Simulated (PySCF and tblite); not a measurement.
Results of a calculation; reference values are marked as such.
C₆H₅BrO, numbered as in [OH:1][c:2]1[cH:3][cH:4][cH:5][c:6]([Br:7])[cH:8]1.

The ensemble was built from 60 distance-geometry starts (ETKDG and KDG, MMFF94s, GFN2-xTB) and rests on GFN2-xTB geometries. Energies: PBE0-D3(BJ)/pcSseg-1, with GFN2-xTB thermal terms (modes under about 100 cm⁻¹ blended into free rotors). Symmetry numbers and mirror images are counted. Conformers within 2.5 kcal/mol (GFN2-xTB free energy) were kept, 3 at most. Run with PySCF (density fitting) and tblite.

Rotational constants are equilibrium values for the commonest isotopes; dipoles come from the energy level named.

Torsions listed: H1–O1–C2–C3.

```json
{"conformer": "1", "shape": "180°", "symmetry": "Cs"}
{"conformer": "2", "shape": "0°", "symmetry": "Cs"}
```

Problem. Give the rotational constants and dipole components, as needed to look for these species in a jet-cooled rotational spectrum.

Solution. 
```json
{"conformer": "1", "A (MHz)": "3352", "B (MHz)": "762", "C (MHz)": "621", "abs μa (D)": "0.79", "abs μb (D)": "0.63", "abs μc (D)": "0.00", "κ": "-0.90", "Ic−Ia−Ib (u Å²)": "0.0"}
{"conformer": "2", "A (MHz)": "3374", "B (MHz)": "762", "C (MHz)": "622", "abs μa (D)": "2.80", "abs μb (D)": "1.19", "abs μc (D)": "0.00", "κ": "-0.90", "Ic−Ia−Ib (u Å²)": "0.0"}
```
